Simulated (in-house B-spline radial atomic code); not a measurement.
**Ionising Sc IX (Sc8+) with different functionals**

Computed with a B-spline radial code for spherical atoms: four-component Dirac-Coulomb Hamiltonian, Fermi nucleus of rms radius 3.5459 fm, spin-restricted, spherical fractional occupations for the functionals, and exact exchange of hybrids averaged over the configuration. The ionisation energy is the difference of two self-consistent energies, [Ne] 3s2 3p1 → [Ne] 3s2, without Breit or QED terms; ε is the level of the shell that loses the electron (mean over j). The electron is taken from both j subshells in proportion to 2j + 1, so the result is a j average, not the step between ground levels.

```tsv
method	rung	ΔSCF (eV)	-ε(3p) (eV)
PBE0	global hybrid	?	?
BHandHLYP	global hybrid	179.95	174.34
HSE06	range-separated hybrid	?	?
wB97X	range-separated hybrid	179.64	173.66
```

Problem. What does PBE0 give?

Solution. ΔSCF 179.72 eV, and -ε(3p) = 171.22 eV.

Problem. What does HSE06 give?

Solution. ΔSCF 179.76 eV, and -ε(3p) = 170.81 eV.

Problem. Among the functionals, which spreads more, the ΔSCF values or the orbital energies?

Solution. The orbital energies: ΔSCF values span about 0.31 eV and the orbital energies 3.53 eV; here energy differences depend much less on the functional than eigenvalues do.

Problem. How do they compare with the NIST value?

Solution. NIST lists 180.0 eV ± 0.12 (measured, ground level to ground level). Errors run from -0.39 to -0.08 eV; BHandHLYP is closest (-0.08 eV), but part of that can be cancellation, since the calculations leave out Breit-QED terms, spin polarisation, the choice among j levels, multiplet and fine-structure energies.
